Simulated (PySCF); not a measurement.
A geometry optimisation on `FB(F)C1=CCC1`.

Computed with PBE0-D3(BJ)/def2-SVP geometry optimisation, gas phase (PySCF 2.14.0). Start geometry: GFN2-xTB. A driver script takes a list of jobs; this job's settings line and coordinates (Å) are shown.

Command:
```bash
OMP_NUM_THREADS=1 python probes_run.py task.json out
```

Input:
```
{"job": {"xc": "PBE0", "basis": "def2-SVP", "d3": "d3bj", "grid": 1, "shake": 0.01, "kind": "geom"}, "charge": 0, "multiplicity": 1}
F      2.668480    -1.436950     0.538620
B      2.034500    -0.273990     0.253030
F      2.841770     0.759490     0.142260
C      0.553740    -0.154570     0.066040
C     -0.505480    -1.039690     0.112180
C     -1.562040    -0.015840    -0.185760
C     -0.392160     1.003410    -0.251080
H     -0.543610    -2.083980     0.309250
H     -2.283750     0.153950     0.631400
H     -2.095920    -0.180660    -1.108260
H     -0.250720     1.453100    -1.219380
H     -0.425110     1.787470     0.511580
```

Output:
```
step   0  E = -379.36000881  max force = 0.052076
step   1  E = -379.36355616  max force = 0.010215
step   2  E = -379.36390075  max force = 0.009188
step   3  E = -379.36441516  max force = 0.001828
step   4  E = -379.36448976  max force = 0.002256
step   5  E = -379.36458307  max force = 0.001453
step   6  E = -379.36462188  max force = 0.000458
step   7  E = -379.36462878  max force = 0.000250
optimisation converged
```

Energies in Eh; «max force» is the largest Cartesian gradient component in Eh/bohr.

Question: Give the first gradient maximum in eV/Å.

Answer: With 1 Eh/bohr = 51.422 eV/Å, 2.678 eV/Å.

Question: How much energy does the optimisation release, in kcal/mol?

Answer: E(step 0) − E(last step) = 0.004620 Eh, which is 2.9 kcal/mol.

Summary of the converged run: final energy -379.36463 Eh after 7 steps; dipole 2.33 D.

On an Arm Neoverse V2 with one thread, no GPU, shared host, this took 46 s wall and 0.51 GiB of memory at its peak.
Labels such as C1 count atoms from 1, the log's own numbers from 0.
